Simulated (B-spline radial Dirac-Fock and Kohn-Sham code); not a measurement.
Auger decay of the 1s hole in S²⁻

System: S²⁻, configuration [Ne] 3s2 3p6, inside a Watson sphere of charge +2 and radius 1.84 Å (a model of the Madelung potential; inside it an electron's potential energy is lowered by 15.7 eV).

The run's input, task.json:

```json
{"items": [{
  "Z": 16,
  "q": -2,
  "cfg": [[1, 0, 2], [2, 0, 2], [2, 1, 6], [3, 0, 2], [3, 1, 6]],
  "A": 32,
  "rrms": 3.2611,
  "watson": [2, 1.84],
  "do": ["binding", "quiet", "decay"],
  "holes": ["K", "L1", "L2", "L3", "M1", "M2", "M3"]
}]}
```

Launch: `python xray_run.py task.json out`

Level of theory: a relativistic independent-particle model: LDA orbitals of the hole state, radiative multipoles to third order, Auger rates from the Coulomb interaction with a continuum orbital, Dirac-Fock energies; an atomic code on a B-spline grid. Kinetic energies are configuration averages from the vacuum level; the two-hole energies are estimated from single-hole states. In a light atom the jj labels are a bookkeeping device: LS coupling regroups the channels of one nl pair.

```
transition  kinetic energy (eV)  width (meV)  share (%)
    K-L1L1               1980.1         35.3        7.0
    K-L1L2               2048.6         39.3        7.8
    K-L1L3               2049.9         75.9       15.1
    K-L2L2               2105.6         7.18        1.4
    K-L2L3               2109.4          181       36.0
    K-L3L3               2110.0          103       20.5
    K-L1M1               2211.1         6.55        1.3
    K-L1M2               2225.1         2.62        0.5
    K-L1M3               2225.2         5.04        1.0
    K-L2M1               2275.2         3.24        0.6
    K-L3M1               2276.4         6.25        1.2
    K-L2M3               2289.6         10.8        2.2
    K-L3M2               2290.7         10.8        2.2
    K-L3M3               2291.0         12.4        2.5
```

The listed channels hold 99 % of the non-radiative rate. Summed by principal shells, of 0.502 eV in all: KLL 87.9 %, KLM 11.7 %, KMM 0.4 %.

Values without a named source are computed, but for edge energies of neutral atoms, which are taken from tables.
